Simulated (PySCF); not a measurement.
Isomers C$_{5}$H$_{11}$NOSi:

A. `InChI=1S/C5H11NOSi/c1-6-5(7)3-2-4-8/h2,4H,3H2,1,8H3,(H,6,7)/b4-2-`
B. `InChI=1S/C5H11NOSi/c1-6-5(7)4-2-3-8-4/h4H,2-3,8H2,1H3,(H,6,7)/t4-/m1/s1`
C. SMILES C[SiH2]C(=O)C1CNC1
D. `[SiH3]OC(C)(C)CC#N`
E. `InChI=1S/C5H11NOSi/c8-6-5-1-3-7-4-2-5/h1,3,5-6H,2,4H2,8H3/t5-/m0/s1`

Spectrum 1. 13C{1H} NMR (computed): δ 168.4 (C), 161.2 (CH), 122.4 (CH), 48.7 (CH2), 26.6 (CH3).

Spectrum 2. 13C{1H} NMR (computed): δ 244.3 (C), 53.5 (CH), 49.2 (CH2), -6.4 (CH3).

Spectrum 3. 13C{1H} NMR (computed): δ 123.3 (C), 74.7 (C), 31.2 (CH2), 30.4 (CH3).

Spectrum 4. 13C{1H} NMR (computed): δ 152.5 (CH), 113.2 (CH), 67.4 (CH2), 50.0 (CH), 37.9 (CH2).

Spectrum 5. 13C{1H} NMR (computed): δ 174.9 (C), 34.4 (CH), 26.5 (CH3), 23.1 (CH2), 7.0 (CH2).

- geometry: GFN2-xTB
- shielding tensors at PBE0/pcSseg-1 (GIAO)
- code: PySCF 2.14
- a single conformation, isolated molecule, non-relativistic, equivalent nuclei averaged

Shifts are taken against calculated references (same method and geometry level): TMS for 13C (σref 186.93). Acid and N–H amide carbonyl carbons lie up to 10 ppm further downfield in solution (hydrogen bonding). Shifts are as computed. Against solution values, carbons near 30 ppm lie about +3 ppm off and those near 130 ppm about +5 ppm. Of 1309 compounds with measured shifts, 239 miss one by over three times the rms of a fit or turn the order of signals round; such compounds aren't used in these exercises.

Match each spectrum to its structure.

Answers

1–A, 2–C, 3–D, 4–E, 5–B.

- Spectrum 1 (A): 5 13C signals; δC 168.4 is an amide carbonyl carbon; δC 161.2 is an alkene CH.
- Spectrum 2 (C): 4 13C signals; δC 53.5 is an sp3 CH α to a carbonyl; δC 49.2 is an sp3 CH2 bonded to N.
- Spectrum 3 (D): 4 13C signals; δC 123.3 is a nitrile carbon; δC 74.7 is a fully substituted sp3 carbon bonded to O.
- Spectrum 4 (E): 5 13C signals; δC 152.5 is an alkene carbon bearing oxygen; δC 113.2 is a β carbon of an enol-ether or enamine type C=C.
- Spectrum 5 (B): 5 13C signals; δC 174.9 is an amide carbonyl carbon; δC 34.4 is an sp3 CH bonded to Si, α to a carbonyl.
